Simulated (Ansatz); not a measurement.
## Abstraction of H: GaH2(NH2) + SiI3 → GaH(NH2) + SiHI3

Species: GaH2(NH2), singlet; SiI3 (triiodosilyl) `I[Si](I)I`, doublet; GaH(NH2), doublet; SiHI3 (triiodosilane) `I[SiH](I)I`, singlet. A radical takes H: the energy is the difference in strength between the Ga–H bond broken and the Si–H bond made.

Shapes, held fixed at every level: PBE0-D4/def2-TZVP. Flexible molecules stand in one conformer, not always the lowest. Programs: Ansatz 0.2.0. The zero-point and thermal change to 298 K, harmonic and unscaled (PBE0-D4/def2-TZVP), is +0.2 kJ/mol.

```
                level                    kind  ΔH(298 K) (kJ/mol)  less CCSD(T)/def2-TZVPP
          HF/def2-SVP            Hartree–Fock               -12.8                     -9.4
    PBE-D4/def2-TZVPP                     GGA               +10.6                    +14.0
r2SCAN0-D4/def2-TZVPP           global hybrid                +0.2                     +3.6
   wB97M-V/def2-TZVPP  range-separated hybrid                -8.5                     -5.1
        CCSD/def2-SVP   coupled cluster or CI                -1.7                     +1.7
      CCSD/def2-TZVPP   coupled cluster or CI                -6.0                     -2.6
   CCSD(T)/def2-TZVPP   coupled cluster or CI                -3.4                      0.0
```

The highest level, CCSD(T)/def2-TZVPP, gives ΔH(298 K) = -3.4 kJ/mol; the levels span -12.8 to +10.6. That is about zero within the method's error. They disagree on the sign: 2 of 7 are positive. The column of differences is taken from that level and isn't an error. No measured value is set beside it here. Open shells run unrestricted. For atoms past krypton def2 sets carry core potentials with scalar relativity. Relativity is left out for Ga. Outer-core shells of Ga, I are correlated, in sets that cover them unevenly.
